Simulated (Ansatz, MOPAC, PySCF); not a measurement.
Species: SiOF, charge 0, multiplicity 2. SMILES: O=[Si]F
Geometry: optimised at B3LYP-D3(BJ)/def2-TZVP (Ansatz, a first-principles code).

Unscaled harmonic wavenumbers (cm⁻¹) in rising order, each level at the stationary point that it reaches from this structure (no distance between atoms moves by over 0.3 Å); the order of modes can differ between levels, and a negative number is imaginary. B3LYP-D3(BJ)/def2-TZVP (PySCF, at the structure above): 297, 831, 1183.

AM1 (MOPAC): 234, 1067, 1290. Zero-point energy 3.7 against 3.3 kcal/mol; where all levels lie over 400 cm⁻¹, the wavenumbers are on average 1.187 times those of B3LYP-D3(BJ)/def2-TZVP.

PM3 (MOPAC): 284, 873, 1038. Zero-point energy 3.1 against 3.3 kcal/mol; where all levels lie over 400 cm⁻¹, the wavenumbers are on average 0.964 times those of B3LYP-D3(BJ)/def2-TZVP.

HF/3-21G (Ansatz): 329, 887, 953. Zero-point energy 3.1 against 3.3 kcal/mol; where all levels lie over 400 cm⁻¹, the wavenumbers are on average 0.936 times those of B3LYP-D3(BJ)/def2-TZVP.

B3LYP/6-31G* (Ansatz): 301, 848, 1165. Zero-point energy 3.3 against 3.3 kcal/mol; where all levels lie over 400 cm⁻¹, the wavenumbers are on average 1.002 times those of B3LYP-D3(BJ)/def2-TZVP.
